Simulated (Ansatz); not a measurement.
`CC(F)([SiH3])Cl` + `[SiH3]CS` → `[SiH3]CS[SiH3]` + `CC(F)Cl` at 298.15 K and 1 bar (ligand exchange at the Si–C bond).

Computed with Ansatz on PBE0-D4/def2-TZVP structures; ΔE is electronic, products minus reactants. CCSD(T)/CBS is the MP2 limit (def2-TZVPP, def2-QZVPP) plus CCSD(T) − MP2 in def2-TZVPP, frozen cores. One conformer a species, not always the lowest.

```tsv
species	CCSD(T)/CBS energy (Eh)	H − E (kJ/mol)	S (J/(mol·K))
`CC(F)([SiH3])Cl`	-928.35296	212.2	343.2
`[SiH3]CS`	-728.50660	178.2	307.0
`[SiH3]CS[SiH3]`	-1018.80686	230.0	364.6
`CC(F)Cl`	-638.08166	169.4	292.4
```

H − E and S are ideal-gas, rigid-rotor, harmonic terms from PBE0-D4/def2-TZVP, for one conformer and one mirror image of each species. 1 Eh = 2625.50 kJ/mol, R = 8.31446 J/(mol·K).

Task: By hand: ΔE, ΔH, ΔS and ΔG.

Result: ΔE = (-1018.80686) + (-638.08166) − (-928.35296) − (-728.50660) = -0.02896 Eh = -76.0 kJ/mol. Δ(H − E) = 230.0 + 169.4 − 212.2 − 178.2 = 9.0, so ΔH = -67.0 kJ/mol. ΔS = 364.6 + 292.4 − 343.2 − 307.0 = 6.8 J/(mol·K). ΔG = -67.0 − 298.15 × (6.8)/1000 = -69.0 kJ/mol.

Task: By hand: the equilibrium constant, and the temperature at which ΔG would vanish if ΔH and ΔS stayed fixed.

Result: log₁₀ K = −ΔG/(RT ln 10) = 12.1. ΔH and −TΔS have one sign here, so there is no such temperature.

The number of gas molecules stays the same, so ΔS is small and ΔH decides. A doubt of 5 kJ/mol in ΔE shifts log₁₀ K by 0.9 here. Other conformers and mirror images would add mixing entropy, several J/(mol·K) or more a flexible species. Modes under 60 cm⁻¹, often nearly free rotors, make the harmonic entropy too high. These are equilibria of isolated gas molecules and say nothing of rates. Largest T1 diagnostic: 0.011 (customary marks: 0.02 for closed shells, 0.045 for open ones).

ΔS is within the doubt of such terms, so its sign, and with it that verdict, could turn.
